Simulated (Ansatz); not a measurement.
Single points on (F3Sn)2NH (Sn2NF6H).

```yaml
crystal:
  periodic: [false, false, false]
  atoms:
    - {symbol: Sn, position_ang: [0.885321, 0.787849, 0.977237]}
    - {symbol: F, position_ang: [2.627960, 0.233470, 0.430162]}
    - {symbol: F, position_ang: [1.098668, 2.670686, 1.285425]}
    - {symbol: F, position_ang: [0.380640, 0.109539, 2.687477]}
    - {symbol: N, position_ang: [-0.553904, 0.790363, -0.446289]}
    - {symbol: Sn, position_ang: [-0.929244, -1.051071, -1.022007]}
    - {symbol: F, position_ang: [-2.589234, -1.912619, -0.660977]}
    - {symbol: F, position_ang: [-0.421381, -1.728990, -2.729209]}
    - {symbol: F, position_ang: [0.394688, -1.551174, 0.342489]}
    - {symbol: H, position_ang: [-0.893523, 1.651947, -0.864298]}
basis:
  gaussian: {orbitals: def2-TZVP, initial_orbitals: start.molden}
magnetization: {spin_polarized: true, initial_magnetization: 2}
hamiltonian: {xc: pbe, dispersion: d4}
scf: {omitted_lower_state_checks: [starts]}
output: {orbitals: {seedname: orbitals}}
```

The file start.molden holds the orbitals of an earlier run on this structure, at another level or in another basis.

```sh
$ ansatz run in.yaml --threads 4 --pin off --events-out ev --progress --plain --max-ram 4787MiB
```

It prints (some lines left out):

```
Functional definition: PBE
1911 factors; their error is unknown
mean field evaluation 1: about -29463.1391 eV, gradient 1.1e1 eV
mean field evaluation 2: about -29463.5089 eV, gradient 5.3e-1 eV
mean field evaluation 4: about -29463.5075 eV, gradient 2.8e-1 eV
mean field evaluation 8: about -29463.5077 eV, gradient 4.7e-5 eV
mean field -29463.50765901 eV, -1082.7639353860 hartree, gradient 2.3e-5 eV, S^2 2.003203; 0 other end points of the search recorded, 0 dependent functions left out
reference -29463.50773094 eV, -1082.7639380293 hartree; 54, 52 occupied and 269, 271 virtual orbitals, 1911 factors
Total energy: -29463.81188316 eV, -1082.7751154171 hartree
Checks for a lower state left out: starts
```

Hardware: 4 threads of Arm Neoverse V1 on a shared host. Wall time 11 s.

As the first input, with `hamiltonian: {xc: r2scan, dispersion: d4}` (abridged; 25 s):

```
Functional definition: r2SCAN
mean field -29477.72655210 eV, -1083.2864700692 hartree, gradient 7.4e-5 eV, S^2 2.006405
Total energy: -29477.80085428 eV, -1083.2892006239 hartree
Checks for a lower state left out: starts
```

As the first input, with `gaussian: {orbitals: def2-TZVP}`, `hamiltonian: {xc: pbe0, dispersion: d4}` (abridged; 23 s):

```
Functional definition: PBE0
the host lacks memory for fits, so the integrals are decomposed
mean field evaluation 16: about -29463.2203 eV, gradient 2.2e-3 eV
mean field -29463.22034549 eV, -1082.7533768088 hartree, gradient 8.7e-5 eV, S^2 2.005491
Total energy: -29463.48196980 eV, -1082.7629913249 hartree
Checks for a lower state left out: starts
```

Geometry: PBE0-D4/def2-SVP, that of the neutral singlet.

In the def2 sets Sn takes a core potential; there is no spin–orbit coupling. At PBE0-D4/def2-TZVP a singlet of charge 0 lies 3.73 eV below the triplet at the same geometry.
